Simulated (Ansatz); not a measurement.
Frontier orbitals of C2H6FNSi (`C=NC(F)[SiH3]`).

The species carries charge 0 and has multiplicity 1. Geometry: relaxed with PBE0-D4/def2-TZVP. It is one conformer, not always the lowest. Basis def2-TZVPP, Ansatz.

```csv
functional,HOMO (eV),LUMO (eV)
r2SCAN,-6.82,-1.54
```

Question: Give HOMO and LUMO (eV) with LDA (SPW92), PBE, revPBE, BLYP, B97M-V, PBE0, B3LYP, r2SCANh, r2SCAN0, HSE06 (plane-wave form), BHLYP, CAM-B3LYP, LC-ωPBE, ωB97X-V, ωB97M-V, HF. (An estimate is asked.)

Answer: Computed: 
```tsv
functional	HOMO	LUMO
LDA (SPW92)	-6.59	-2.00
PBE	-6.49	-1.76
revPBE	-6.44	-1.67
BLYP	-6.40	-1.64
B97M-V	-7.04	-1.52
PBE0	-8.02	-0.69
B3LYP	-7.79	-0.95
r2SCANh	-7.39	-1.15
r2SCAN0	-8.24	-0.57
HSE06 (plane-wave form)	-7.61	-1.08
BHLYP	-9.30	0.45
CAM-B3LYP	-9.48	0.46
LC-ωPBE	-10.82	1.67
ωB97X-V	-10.47	1.58
ωB97M-V	-10.37	1.45
HF	-10.97	3.13
```

B3LYP here is the variant with VWN-RPA as its local correlation; programs differ in this. LC-ωPBE has ω = 0.4 bohr⁻¹. Positive LUMOs are unbound and depend on the basis.
